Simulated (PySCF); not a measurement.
Exact mass, isotope pattern and composition

Species: `[Na][Br]`.

Calculated from isotope tables alone.

What are the average molar mass and the monoisotopic mass?

For NaBr, with standard atomic weights, 1 × 22.990 + 1 × 79.904 = 102.894 g/mol. From the most abundant isotopes (23Na, 79Br), 1 × 22.989769 + 1 × 78.918337 = 101.9081 u.

Work out the cluster of the molecular ion M+•, one line a nominal mass.

```csv
nominal mass,m/z (centroid),relative intensity
102,101.9076,100.0
104,103.9055,97.3
```

Cut off at 0.1 %. One electron mass, 0.00055 u, is taken off. Abundances used (%; other tables differ somewhat): 79Br 50.69, 81Br 49.31.

Which m/z would the protonated and sodiated molecule have?

[M+H]+ 102.9154, [M+Na]+ 124.8973, for the monoisotopic species (arithmetic only; whether such ions form is another matter).

Count the protons, neutrons and electrons of the monoisotopic species, and give its exact less its nominal mass.

46 protons, 56 neutrons and 46 electrons; 101.9081 − 102 = -0.0919 u.

Resolve the fine structure: one atom at a time replaced by a minor isotope.

Intensity in % of the monoisotopic species:

| isotope | mass shift (u) | m/z | intensity (%) |
| --- | --- | --- | --- |
| 81Br | +1.99795 | 103.9055 | 97.28 |

Species under 0.02 % are left out.

Give the mass fraction of each element.

Na 22.34 %, Br 77.66 %.
